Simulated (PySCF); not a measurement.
A GIAO shielding run with PySCF 2.14.0 with density-fitted response routines (density fitting, non-relativistic, gas phase) on `c1ccc(O)c([SiH2][SiH2]S)c1`, C6H10OSSi2:

```
$ OMP_NUM_THREADS=1 python probes_run.py task.json out

{"job": {"kind": "nmr", "xc": "PBE0", "basis": "pcSseg-1"}, "charge": 0, "multiplicity": 1}
O      0.555278     1.075322     1.446867
C     -0.493178     0.654452     0.676145
C     -1.561250     1.477523     0.358551
C     -2.583037     0.985318    -0.436689
C     -2.531693    -0.313931    -0.910602
C     -1.455181    -1.123794    -0.588879
C     -0.422116    -0.659420     0.210319
Si     1.120542    -1.631657     0.697528
Si     2.990076    -0.355866     0.208915
S      2.638583     0.886431    -1.531967
H      0.430289     1.994128     1.712905
H     -1.593535     2.494749     0.728013
H     -3.417826     1.622918    -0.686275
H     -3.329564    -0.693840    -1.530789
H     -1.413075    -2.136588    -0.962319
H      1.062124    -1.907010     2.137391
H      1.042869    -2.915606    -0.013099
H      4.161500    -1.110718    -0.233704
H      3.445051     0.566153     1.249485
H      1.348996     1.102113    -1.317071
```

Hardware: 1 thread of an Arm Neoverse N1, shared host. The job also computes population analyses, field gradients, ring-centre shieldings.

(1) How large is the calculation?

(2) How long does it take, and how much memory does it need?

Answers

(1) 98 electrons, 241 basis functions and 1318 auxiliary functions.

(2) 110 s of wall time, with 14 SCF cycles and 5 response iterations; peak memory 1.1 GiB. Times on a shared host scatter by some tens of per cent.
